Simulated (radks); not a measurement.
Results of a calculation; reference values are marked as such.
The rhenium ion Re4+, 71 electrons, occupied as [Xe] 4f14 5d3. Code: a radial shooting solver on a logarithmic mesh with Libxc functionals. Model: scalar-relativistic Kohn-Sham, SCAN, spin-polarised, spherical densities, finite nucleus; open shells are filled with parallel spins first (spin-orbit coupling, left out, can overturn this in heavy ions); meta-GGA in the generalised Kohn-Sham scheme; Fermi nuclear charge, rms radius 5.3698 fm.

Normalised radial functions P(r) = r R(r), r in bohr:

r,4f up,4f down,5d up
0.000891,0.0000,0.0000,0.0000
0.001179,0.0000,0.0000,0.0000
0.001572,0.0000,0.0000,0.0000
0.002081,0.0000,0.0000,0.0000
0.002775,0.0000,0.0000,0.0001
0.003672,0.0000,0.0000,0.0002
0.004897,0.0000,0.0000,0.0004
0.006479,0.0000,0.0000,0.0009
0.008642,0.0001,0.0001,0.0020
0.01153,0.0002,0.0002,0.0043
0.01525,0.0004,0.0004,0.0088
0.02034,0.0012,0.0012,0.0178
0.02691,0.0033,0.0033,0.0343
0.0359,0.0088,0.0088,0.0640
0.0475,0.0218,0.0219,0.1097
0.06335,0.0528,0.0530,0.1740
0.08382,0.1167,0.1172,0.2402
0.1118,0.2424,0.2434,0.2752
0.1491,0.4539,0.4557,0.2199
0.1973,0.7396,0.7425,0.0432
0.2631,1.0623,1.0663,-0.2201
0.3482,1.2901,1.2947,-0.4021
0.4643,1.3212,1.3254,-0.3382
0.6144,1.1340,1.1364,-0.0009
0.8195,0.8129,0.8113,0.4633
1.084,0.4881,0.4825,0.8033
1.446,0.2360,0.2271,0.8755
1.929,0.0860,0.0807,0.6881
2.552,0.0229,0.0207,0.3892
3.404,0.0035,0.0031,0.1432
4.504,0.0003,0.0003,0.0322

4f up: eigenvalue -87.798 eV, 0 radial nodes, <r> = 0.580 bohr, 90 % of the charge inside 0.953 bohr. 4f down: eigenvalue -87.281 eV, 0 radial nodes, <r> = 0.576 bohr, 90 % of the charge inside 0.943 bohr. 5d up: eigenvalue -47.084 eV, 2 radial nodes at r = 0.207, 0.615 bohr, <r> = 1.59 bohr, 90 % of the charge inside 2.36 bohr.

Empty levels of this run are not shown, since the potential may be unsettled where no density lies.
